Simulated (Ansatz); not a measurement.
Ti₂O₅H₂. The state is a singlet with charge 0. Geometry PBE-D4/def2-SVP, basis def2-TZVP, Ansatz.

```xyz
9

Ti   -0.3222   -0.1762    0.7660
Ti    0.5128    0.4896   -1.5352
O     1.5515   -0.9572   -0.9537
O     1.0976   -1.3380    0.3257
O     0.5998    1.2711    0.0992
O    -1.0072   -0.2996   -0.9383
O    -1.1760   -0.3390    2.3358
H    -1.8718   -0.0267    2.9368
H     0.6156    1.3759   -3.0364
```

```
run  HOMO (eV)  LUMO (eV)
  A      -7.40      -3.50
  B      -6.87      -3.88
  C      -6.62      -3.97
  D      -8.01      -2.98
  E      -6.97      -3.92
```

The structure holds 1 bond(s) between oxygen atoms. No other spin state of charge 0 was run. Another isomer (singlet) lies 3.83 eV lower at PBE0-D4/def2-TZVP; other spin states weren't run for this one.

**Question.** The runs used B97M-V, PBE, PBE0, r2SCAN, r2SCANh. Estimate which is which.

**Answer.** A r2SCANh (10 % exact exchange); B r2SCAN (0 % exact exchange); C PBE (0 % exact exchange); D PBE0 (25 % exact exchange); E B97M-V (0 % exact exchange). Exact exchange lowers occupied and raises empty levels; among semilocal functionals meta-GGAs tend to open the gap a little, and such runs are hard to tell apart. The gap grows from 2.65 eV (PBE) to 5.03 eV (PBE0).
